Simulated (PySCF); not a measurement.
Unknown compound

Molecular formula: C4H10O2Si. Simulated spectra:

¹H NMR (500 MHz, computed): δ 4.95 (s, 2H), 4.22 (s, 3H), 2.52 (q, 2H), 1.02 (t, 3H).

¹³C{¹H} NMR (computed): δ 253.4 (C), 53.4 (CH3), 45.2 (CH2), 7.2 (CH3).

How the numbers were obtained: shielding tensors at PBE0/pcSseg-1 (GIAO), GFN2-xTB structure, in PySCF 2.14 (isolated molecule, single conformer, averaged over atoms made equivalent by symmetry, fast rotation or ring inversion, relativity neglected).

Chemical shifts δ = σref − σ; ¹H (σ = 31.72 ppm) and ¹³C (σ = 186.93 ppm) against TMS, all at this level.

Task: Choose the structure that fits.
A. CCC(=O)[SiH2]OC
B. C=CO[Si@@H](C)OC
C. C=C(CC)O[SiH2]O
D. CCC(=O)OC[SiH3]

Result: A. 

- The formula gives 1 degree of unsaturation (no ring in the answer).
- 4 carbon signals for 4 carbons: no two carbons are equivalent.
- Carbon types of the structure: 1 × C, 1 × CH2, 2 × CH3, leaving 2 H on heteroatoms.
- δC 253.4: carbonyl carbon.
- δC 53.4: methyl carbon bonded to O; pulled downfield by the heteroatom.
- δC 45.2: sp3 CH2 α to a carbonyl; α to the electron-withdrawing carbonyl group.
- δH 4.22: hydrogen on a methyl carbon bonded to O; its carbon carries O, an electronegative neighbour.
- δH 2.52: hydrogen on an sp3 CH2 α to a carbonyl; α to C=O.

The others: C=C(CC)O[SiH2]O would give 5 signals for carbon-bound and other non-exchanging H, not 4; C=CO[Si@@H](C)OC would give 6 signals for carbon-bound and other non-exchanging H, not 4; CCC(=O)OC[SiH3] has carbons computed at 186.3, 55.8, 31.6, 11.5, with a different DEPT pattern.

Shifts are as computed. Against solution values, carbons near 30 ppm lie about +3 ppm off and those near 130 ppm about +5 ppm. Of 1211 compounds with measured shifts, 218 miss one by over three times the rms of a fit or turn the order of signals round; such compounds aren't used in these exercises. Multiplicities follow the n + 1 count of equivalent neighbours, as no J values were calculated; m marks all less simple cases, F and P coupling included.
